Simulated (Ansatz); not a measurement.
A CCSD(T) single point on C3H8OSi (`C=C([SiH3])OC`).

```yaml
crystal:
  periodic: [false, false, false]
  atoms:
    - {symbol: C, position_ang: [-0.406364, 1.237975, -0.540310]}
    - {symbol: C, position_ang: [0.176225, 0.221454, 0.101720]}
    - {symbol: Si, position_ang: [1.650779, 0.460357, 1.238827]}
    - {symbol: O, position_ang: [-0.198789, -1.079141, 0.026838]}
    - {symbol: C, position_ang: [-1.299188, -1.384699, -0.798556]}
    - {symbol: H, position_ang: [-0.018291, 2.238131, -0.403231]}
    - {symbol: H, position_ang: [-1.257304, 1.125761, -1.201283]}
    - {symbol: H, position_ang: [1.321247, -0.005157, 2.610932]}
    - {symbol: H, position_ang: [1.987986, 1.905851, 1.263862]}
    - {symbol: H, position_ang: [2.813785, -0.320545, 0.743167]}
    - {symbol: H, position_ang: [-1.447882, -2.460859, -0.729899]}
    - {symbol: H, position_ang: [-1.099557, -1.107160, -1.839233]}
    - {symbol: H, position_ang: [-2.202251, -0.866669, -0.457934]}
basis:
  gaussian: {orbitals: def2-TZVPP}
correlation: {method: ccsd_t}
```

```sh
$ ansatz run in.yaml --threads 4 --pin off --events-out ev --progress --plain --max-ram 10444MiB
```

Output of Ansatz, abridged:

```
Functional definition: HF
1634 factors; integrals over basis functions are off by at most 1.1e-3 eV
mean field evaluation 1: about -13115.0039 eV, gradient 3.3e1 eV
mean field evaluation 2: about -13115.3246 eV, gradient 3.3e1 eV
mean field evaluation 4: about -13118.6345 eV, gradient 4.3e0 eV
mean field evaluation 8: about -13118.6924 eV, gradient 3.5e-1 eV
mean field -13118.69295795 eV, -482.1030740354 hartree, gradient 2.9e-6 eV, S^2 0.000000; 0 other end points of the search recorded, 0 dependent functions left out
9 core orbitals not correlated: weight in the atoms' cores, before any rotation towards them, 1.000 or more for the frozen orbitals, at most 0.000 for the correlated occupied ones
reference -13118.69295795 eV, -482.1030740354 hartree; 15, 15 occupied and 254, 254 virtual orbitals, 1634 factors
second order -23.47078242 eV of doubles, -0.00000000 eV of singles
cycle   1  -24.02894632 eV  change   -5.6e-1 eV  update   1.1e-1
cycle   2  -24.67237440 eV  change   -6.4e-1 eV  update   3.5e-2
cycle   3  -24.82498283 eV  change   -1.5e-1 eV  update   1.9e-2
cycle   4  -24.81602711 eV  change    9.0e-3 eV  update   4.7e-3
cycle   5  -24.81424165 eV  change    1.8e-3 eV  update   2.3e-3
cycle   6  -24.81514005 eV  change   -9.0e-4 eV  update   6.5e-4
cycle   7  -24.81479314 eV  change    3.5e-4 eV  update   3.0e-4
cycle   8  -24.81473968 eV  change    5.3e-5 eV  update   1.1e-4
cycle   9  -24.81476439 eV  change   -2.5e-5 eV  update   4.7e-5
cycle  10  -24.81475144 eV  change    1.3e-5 eV  update   1.6e-5
perturbative correction -1.02491841 eV, -0.0376650567 hartree
Total energy: -13144.53262781 eV, -483.0526643876 hartree
```

Hardware: 4 threads of an Arm Neoverse V2 on a shared host. Wall time 2.9 min, peak host memory 7.9 GiB.

The correlation energy is -25.840 eV, 4.0 % of it from (T); the T1 diagnostic reads 0.0126.
